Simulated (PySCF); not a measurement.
# Spectroscopy problems

PySCF calculation with GFN2-xTB structure and σ from GIAO-PBE0/pcSseg-1; in vacuum, equivalent nuclei averaged, non-relativistic Hamiltonian, a single conformation.

References, each an isolated molecule treated in the same way: TMS for ¹H (σref 31.72) and ¹³C (σref 186.93). Splittings of carbon signals by F and P are missing where no couplings were computed. Where no couplings were computed, multiplicities follow the n + 1 count of equivalent neighbours, and m marks all less simple cases (inequivalent or close neighbours, rings, F or P nearby). Shifts are as computed. Against solution values, carbons near 30 ppm lie about +3 ppm off and those near 130 ppm about +5 ppm. Of 1211 compounds with measured shifts, 218 miss one by over three times the rms of a fit or turn the order of signals round; such compounds aren't used in these exercises. OH and NH positions are gas-phase values without hydrogen bonding to other molecules.

Question: C6H9P3. ¹H NMR (300 MHz, computed): δ 10.97 (m, 2H), 3.71 (m, 1H), 1.75 (d, 6H). ¹³C{¹H} NMR (computed): δ 228.7 (C), 188.2 (CH), 48.1 (CH), 33.9 (CH3). Identify the compound.

Answer: `CC(C)c1pcpcp1`. 4 carbon signals for 6 carbons: some carbons are equivalent by symmetry or fast rotation. Carbon types of the structure: 1 × C, 3 × CH, 2 × CH3, which accounts for all hydrogens. δC 228.7: substituted aromatic carbon. δC 188.2: aromatic CH. δC 33.9: methyl carbon; aliphatic region, no heteroatom directly attached. δH 10.97: hydrogen on an aromatic CH; ring-current deshielding.

The data come from this structure; uniqueness wasn't tested.

Question: C7H10N2O. ¹H NMR (500 MHz, computed): δ 8.77 (s, 1H), 8.71 (s, 1H), 5.22 (s, 2H), 4.24 (br s, 1H), 2.91 (q, 2H), 1.33 (t, 3H). ¹³C{¹H} NMR (computed): δ 163.8, 159.8, 147.5, 146.0, 64.5, 34.5, 19.9. Give a structure.

Answer: `CCc1cncc(CO)n1`. Rings plus π bonds: 4 (1 ring in the answer). 7 carbon signals for 7 carbons: no two carbons are equivalent. Carbon types of the structure: 2 × C, 2 × CH, 2 × CH2, 1 × CH3, leaving 1 H on heteroatoms. δC 163.8, 159.8: substituted aromatic carbon next to a ring nitrogen. δC 147.5, 146.0: aromatic CH next to a ring nitrogen; the adjacent pyridine-type nitrogen withdraws density from it. δC 64.5: sp3 CH2 bonded to O, on an aromatic ring; deshielded by the electronegative neighbour. δH 8.77, 8.71: hydrogen on an aromatic CH next to a ring nitrogen; ring current plus the neighbouring ring nitrogen.

The shifts were computed for this structure.
